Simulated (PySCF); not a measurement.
Molfile (atoms numbered from 1):
```
CH11GeNSi2
     RDKit          3D

 16 15  0  0  0  0  0  0  0  0999 V2000
    1.8059    0.1604    1.0888 Si  0  0  0  0  0  4  0  0  0  0  0  0
    1.4643   -1.1064   -0.2623 C   0  0  0  0  0  0  0  0  0  0  0  0
    0.1815   -0.4530   -1.5824 Ge  0  0  0  0  0  4  0  0  0  0  0  0
   -1.0335    0.6357   -0.7172 N   0  0  0  0  0  0  0  0  0  0  0  0
   -2.1921    0.1541    0.4792 Si  0  0  0  0  0  4  0  0  0  0  0  0
    0.6511    0.2676    2.0298 H   0  0  0  0  0  0  0  0  0  0  0  0
    3.0116   -0.2395    1.8815 H   0  0  0  0  0  0  0  0  0  0  0  0
    2.0737    1.5053    0.4917 H   0  0  0  0  0  0  0  0  0  0  0  0
    2.4039   -1.3546   -0.7834 H   0  0  0  0  0  0  0  0  0  0  0  0
    1.0902   -2.0388    0.1903 H   0  0  0  0  0  0  0  0  0  0  0  0
   -0.5343   -1.6256   -2.2884 H   0  0  0  0  0  0  0  0  0  0  0  0
    0.8818    0.4452   -2.6200 H   0  0  0  0  0  0  0  0  0  0  0  0
   -1.1278    1.5623   -1.1214 H   0  0  0  0  0  0  0  0  0  0  0  0
   -3.5924    0.0366   -0.0453 H   0  0  0  0  0  0  0  0  0  0  0  0
   -1.7663   -1.1932    0.9695 H   0  0  0  0  0  0  0  0  0  0  0  0
   -2.2323    1.1118    1.6285 H   0  0  0  0  0  0  0  0  0  0  0  0
  1  2  1  0
  2  3  1  0
  3  4  1  0
  4  5  1  0
  1  6  1  0
  1  7  1  0
  1  8  1  0
  2  9  1  0
  2 10  1  0
  3 11  1  0
  3 12  1  0
  4 13  1  0
  5 14  1  0
  5 15  1  0
  5 16  1  0
M  END
```

Geometry: PBE0-D3(BJ)/def2-SVP; GIAO absolute shieldings from PySCF, gas phase, non-relativistic, averaged over equivalent atoms.

At B3LYP/pcSseg-1 (178 basis functions, 23 s wall time on 1 thread of an Arm Neoverse V1, shared host):
```json
{"atoms": "Si5", "σ (ppm)": "392.9"}
{"atoms": "Si1", "σ (ppm)": "407.3"}
{"atoms": "C2", "σ (ppm)": "187.0"}
{"atoms": "Ge3", "σ (ppm)": "1358.1"}
{"atoms": "N4", "σ (ppm)": "265.8"}
{"atoms": "H11/H12", "σ (ppm)": "26.54"}
{"atoms": "H14/H15/H16", "σ (ppm)": "26.79"}
{"atoms": "H6/H7/H8", "σ (ppm)": "27.45"}
{"atoms": "H9/H10", "σ (ppm)": "31.17"}
{"atoms": "H13", "σ (ppm)": "32.19"}
```

**Question.** Estimate the result of repeating the calculation with PBE0/pcSseg-1.

**Answer.** 
```tsv
atoms	σ at PBE0/pcSseg-1	change
Si5	402.8	+9.9
Si1	420.2	+12.9
C2	193.8	+6.8
Ge3	1389.3	+31.2
N4	272.6	+6.8
H11/H12	26.40	-0.14
H14/H15/H16	26.59	-0.20
H6/H7/H8	27.26	-0.19
H9/H10	31.07	-0.10
H13	32.08	-0.11
```

The largest change is at Ge3 (germanium bonded to C, N, 2 H). Cost: 178 basis functions, 25 s wall time on 1 thread of an Arm Neoverse V1, shared host.

Relativistic effects, spin–orbit coupling among them, are left out; they matter for Ge and for the light atoms bonded to it.
